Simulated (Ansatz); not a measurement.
The first iterations of a band of CH5FOSi (9 atoms, charge 0, multiplicity 1).

The calculation used RKS r2SCANh-D4/def2-SVP in Ansatz.

```yaml
movable_images: 8
climbing_image: no
spring: 5.0 eV/Å²
optimiser: quadratic models (default)
start_path: through a guess of the saddle point
force_threshold: 0.05 eV/Å
iteration_limit: 60
end_points: relaxed
```

First end point:

```xyz
9
Properties=species:S:1:pos:R:3
Si -1.248 -0.120 0.472
F -1.409 1.381 1.061
O -0.138 -0.146 -0.737
C 1.248 0.057 -0.593
H 1.480 1.121 -0.417
H -0.808 -0.967 1.611
H -2.535 -0.535 -0.120
H 1.664 -0.533 0.242
H 1.747 -0.258 -1.520
```

Last end point:

```xyz
9
Properties=species:S:1:pos:R:3
Si -0.773 -0.564 0.177
F -0.478 2.083 0.970
O 0.195 -1.644 -0.678
C 0.892 -0.362 -0.561
H 0.221 1.697 0.492
H -0.940 -0.835 1.619
H -1.980 -0.075 -0.521
H 1.813 -0.429 0.035
H 1.052 0.128 -1.532
```

| iteration | highest image above the first end (eV) | largest band force component (eV/Å) |
| --- | --- | --- |
| 1 | 4.523 | 4.517 |
| 2 | 3.979 | 3.064 |
| 3 | 3.778 | 4.909 |

Problem. Does the band converge within its limit, and where does its top end?

Solution. The forces met the threshold. It ended after 9 iterations with the highest image 3.666 eV above the first end. Neighbouring images differ by up to 1.8 eV, so the band resolves the path poorly. No image climbed, so the highest image needn't sit at the top of the path. The orbitals stay closed-shell, which can raise the energy where a bond breaks towards radicals; this wasn't checked here.

The run took 2.6 min on 2 threads of AMD EPYC 7B13 (Zen 3) (shared host), peak memory 0.21 GiB.
